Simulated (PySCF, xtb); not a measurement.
C₄H₅NSi. Atoms are numbered in the order given.

```xyz
11

C      2.6172    -0.3023    -0.7853
C      1.5350    -0.2475    -0.2323
Si    -0.0971    -0.1538     0.6004
N     -0.8024    -1.7237     0.5741
C     -1.0638     1.1558    -0.2674
C     -1.7306     2.0061    -0.8287
H      3.5751    -0.3507    -1.2725
H      0.0505     0.2631     2.0207
H     -0.8591    -2.2222    -0.3075
H     -1.6224    -1.9025     1.1436
H     -2.3152     2.7594    -1.3265
```
Charge 0, spin multiplicity 1.

The structure is a stationary point at PBE0-D3(BJ)/def2-SVP. The structure was generated by enumeration, and PubChem lists no compound with its InChIKey, so it may never have been made. One conformer was computed; it need not be the lowest.

These are PySCF with IEF-PCM-M06-2X/def2-SVP values and carry that method's errors.

The values are the electrostatic part of the solvation free energy, E(continuum) − E(gas) at the gas-phase geometry, in a cavity of scaled van der Waals radii (PySCF's table); cavitation and dispersion terms are not included. In vacuum the orbital gap is 9.38 eV. The dipole moment in vacuum is 1.35 D.

Computed values in water (ε = 78.36), acetonitrile (ε = 35.69), chloroform (ε = 4.71):
```
solvent           ε  ΔG(elec) (kcal/mol)  dipole (D)  gap (eV)
------------  -----  -------------------  ----------  --------
water         78.36                 -7.5        1.67      9.30
acetonitrile  35.69                 -7.3        1.66      9.30
chloroform     4.71                 -5.2        1.57      9.33
```

For comparison, GFN2-xTB/ALPB(water) (xtb, at the GFN2-xTB geometry, all terms of that model) gives -3.0 kcal/mol.
